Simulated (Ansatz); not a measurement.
Born–Oppenheimer molecular dynamics of C3H5Li (9 atoms, charge 0, multiplicity 1). It starts at the highest image of a converged band, a first-order saddle point between two minima.

Level of theory: RKS PBE/def2-SVP (Ansatz 0.2.0).

```yaml
ensemble: NVE (velocity Verlet)
time_step: 0.5 fs
steps_asked: 200
starting_velocities_drawn_for: 300 K
seed: 7293
```

First frame:

```xyz
9
Properties=species:S:1:pos:R:3
Li -0.474 -0.589 -1.534
C 0.295 1.041 -0.725
C 0.673 0.096 0.197
C -0.544 -0.704 0.558
H 0.932 1.924 -0.956
H 1.679 -0.045 0.644
H -1.033 0.362 -0.345
H -0.444 -1.805 0.733
H -1.084 -0.281 1.429
```

Question: How far do the bonds stretch over the last three quarters of this one trajectory? (Pairs bonded in most of those frames.)

Answer: 
| bond | mean (Å) | spread (Å) | shortest | longest |
| --- | --- | --- | --- | --- |
| Li1–C2 | 2.094 | 0.128 | 1.85 | 2.26 |
| Li1–C3 | 2.063 | 0.147 | 1.84 | 2.28 |
| Li1–C4 | 2.088 | 0.145 | 1.87 | 2.42 |
| C2–C3 | 1.427 | 0.050 | 1.33 | 1.52 |
| C2–H5 | 1.112 | 0.030 | 1.05 | 1.17 |
| C2–H7 | 1.169 | 0.119 | 0.96 | 1.35 |
| C3–C4 | 1.422 | 0.049 | 1.31 | 1.49 |
| C3–H6 | 1.120 | 0.023 | 1.08 | 1.17 |
| C4–H8 | 1.111 | 0.031 | 1.05 | 1.18 |
| C4–H9 | 1.124 | 0.036 | 1.07 | 1.20 |

Mean temperature of the second half: 1563 K. The conserved energy stayed within 0.94 meV per atom of its start (net change -0.54 meV per atom), so the integration is sound. The system heated up, since it started high on the potential surface and ran downhill. A run of 0.1 ps of so small a system gives no equilibrium averages. The orbitals stay closed-shell, which can raise the energy where a bond breaks towards radicals; this wasn't checked here.

Run time: 7.6 min on 1 thread of Arm Neoverse V1, with other jobs on the host, peak memory 0.11 GiB.
